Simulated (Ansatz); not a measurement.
Reactions of C4H6F4 (`FC(F)CCC(F)F`).

Gas-phase electronic energies from Ansatz, PBE0-D4/def2-TZVP geometries. CCSD(T)/CBS adds triple-zeta CCSD(T) − MP2 to the extrapolated MP2 energy (def2 sets, frozen cores). This one scheme is used for every species. Functionals use def2-TZVPP. Triplets are unrestricted, without spin–orbit coupling. Each species was taken in one conformer, which may not be the lowest.

```csv
reaction,CCSD(T)/CBS(def2) (eV)
`FC(F)CCC(F)F` + H–F → `FCC(F)F` + `CC(F)F`,0.62
`FC(F)CCC(F)F` → `FCC(F)(CF)CF`,0.81
`FC(F)CCC(F)F` → `FC(F)CC(F)F` + `[CH2]` (triplet),4.59
`FC(F)CCC(F)F` + `FCCF` → `FCC(F)CC(F)F` + `CC(F)F`,?
```

Problem. Fill in the missing values. (Estimate.)

Solution. Ansatz gave: `FC(F)CCC(F)F` + `FCCF` → `FCC(F)CC(F)F` + `CC(F)F`: -0.17 eV.

Largest T1 diagnostic: 0.012, for `FC(F)CC(F)F`.
